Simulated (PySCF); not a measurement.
# `C[SiH2]/C=C/C(C)=S`: 4 charge schemes on one density

Compound: C5H10SSi.
Z-matrix (Å and degrees, GFN2-xTB geometry), rows numbered from 1:
```
C 
Si  1  1.9001
C   2  1.8854  1  107.48
C   3  1.3413  2  124.60  1  -117.65
C   4  1.4386  3  126.07  2  -179.88
C   5  1.4925  4  120.57  3    -1.67
S   5  1.6411  4  119.24  3   177.90
H   1  1.0867  2  111.34  3    60.16
H   1  1.0868  2  111.46  3   -60.02
H   1  1.0857  2  111.06  3  -179.94
H   2  1.4693  1  110.25  3   117.27
H   2  1.4647  1  111.02  3  -119.79
H   3  1.0833  2  117.24  1    62.29
H   4  1.0824  3  119.48  2    -0.49
H   6  1.0904  5  110.21  4    61.32
H   6  1.0869  5  110.07  4  -178.48
H   6  1.0901  5  110.50  4   -58.01
```

Density: PBE0/pcSseg-1 (PySCF); schemes: Mulliken, IAO, Hirshfeld and ESP-fitted. Isolated species at its GFN2-xTB geometry (one conformer only).

Task: Which atoms carry the highest charge in the Mulliken, IAO, Hirshfeld and ESP-fitted schemes?

Result: All schemes agree: Mulliken Si2 (+0.696); IAO Si2 (+0.777); Hirshfeld Si2 (+0.354); ESP-fitted Si2 (+0.628).

Task: For which atoms does the sign change between the 4 schemes (beyond +0.03 e in one, beyond −0.03 e in another)?

Result: C5. Atomic charges aren't observables, and each scheme defines them in its own way.

Task: What partial charge does each atom carry?

Result: In e:

```json
{"atom": "C1", "environment": "Si-methyl carbon", "Mulliken": "-0.625", "IAO": "-0.716", "Hirshfeld": "-0.210", "ESP-fitted": "-0.548"}
{"atom": "Si2", "environment": "SiH2 silicon", "Mulliken": "+0.696", "IAO": "+0.777", "Hirshfeld": "+0.354", "ESP-fitted": "+0.628"}
{"atom": "C3", "environment": "alkene CH carbon", "Mulliken": "-0.370", "IAO": "-0.396", "Hirshfeld": "-0.113", "ESP-fitted": "-0.276"}
{"atom": "C4", "environment": "alkene CH carbon", "Mulliken": "-0.010", "IAO": "-0.135", "Hirshfeld": "-0.050", "ESP-fitted": "-0.142"}
{"atom": "C5", "environment": "thiocarbonyl carbon", "Mulliken": "-0.401", "IAO": "-0.030", "Hirshfeld": "+0.047", "ESP-fitted": "+0.231"}
{"atom": "C6", "environment": "methyl carbon", "Mulliken": "-0.153", "IAO": "-0.438", "Hirshfeld": "-0.121", "ESP-fitted": "-0.288"}
{"atom": "S7", "environment": "thiocarbonyl sulfur", "Mulliken": "-0.049", "IAO": "-0.089", "Hirshfeld": "-0.122", "ESP-fitted": "-0.239"}
{"atom": "H8", "environment": "methyl hydrogen", "Mulliken": "+0.145", "IAO": "+0.160", "Hirshfeld": "+0.044", "ESP-fitted": "+0.138"}
{"atom": "H9", "environment": "methyl hydrogen", "Mulliken": "+0.139", "IAO": "+0.157", "Hirshfeld": "+0.044", "ESP-fitted": "+0.134"}
{"atom": "H10", "environment": "methyl hydrogen", "Mulliken": "+0.143", "IAO": "+0.159", "Hirshfeld": "+0.045", "ESP-fitted": "+0.132"}
{"atom": "H11", "environment": "Si–H hydrogen", "Mulliken": "-0.081", "IAO": "-0.125", "Hirshfeld": "-0.079", "ESP-fitted": "-0.156"}
{"atom": "H12", "environment": "Si–H hydrogen", "Mulliken": "-0.089", "IAO": "-0.122", "Hirshfeld": "-0.074", "ESP-fitted": "-0.125"}
{"atom": "H13", "environment": "vinylic hydrogen", "Mulliken": "+0.129", "IAO": "+0.149", "Hirshfeld": "+0.045", "ESP-fitted": "+0.132"}
{"atom": "H14", "environment": "vinylic hydrogen", "Mulliken": "+0.100", "IAO": "+0.158", "Hirshfeld": "+0.039", "ESP-fitted": "+0.074"}
{"atom": "H15", "environment": "methyl hydrogen", "Mulliken": "+0.143", "IAO": "+0.162", "Hirshfeld": "+0.053", "ESP-fitted": "+0.118"}
{"atom": "H16", "environment": "methyl hydrogen", "Mulliken": "+0.142", "IAO": "+0.170", "Hirshfeld": "+0.045", "ESP-fitted": "+0.068"}
{"atom": "H17", "environment": "methyl hydrogen", "Mulliken": "+0.140", "IAO": "+0.160", "Hirshfeld": "+0.052", "ESP-fitted": "+0.121"}
```

Mean size of the charges over all atoms: IAO 0.241 e, Mulliken 0.209 e, ESP-fitted 0.209 e, Hirshfeld 0.090 e. Each set sums to the total charge, 0, to within 0.001 e. The IAO scheme projects the occupied orbitals on a minimal set of polarised atomic orbitals and counts the electrons in each atom's part of it. The Mulliken scheme gives each basis function's population to the atom it is centred on and halves the overlap population of two atoms between them.

Task: How many electrons does the Mulliken scheme count on C1?

Result: Z − q = 6 − (-0.625) = 6.625.

Task: How closely do the schemes follow one another over all atoms?

Result: Correlation coefficient and root-mean-square difference: Hirshfeld with ESP-fitted 0.98, 0.144 e; IAO with ESP-fitted 0.95, 0.109 e; IAO with Hirshfeld 0.95, 0.208 e; Mulliken with IAO 0.92, 0.124 e; Mulliken with Hirshfeld 0.85, 0.192 e; Mulliken with ESP-fitted 0.80, 0.172 e.

Task: Sum the charges by element, for elements with more than one atom.

Result: 
```json
{"element": "C", "atoms": "5", "Mulliken": "-1.558", "IAO": "-1.714", "Hirshfeld": "-0.447", "ESP-fitted": "-1.024"}
{"element": "H", "atoms": "10", "Mulliken": "+0.911", "IAO": "+1.026", "Hirshfeld": "+0.215", "ESP-fitted": "+0.635"}
```
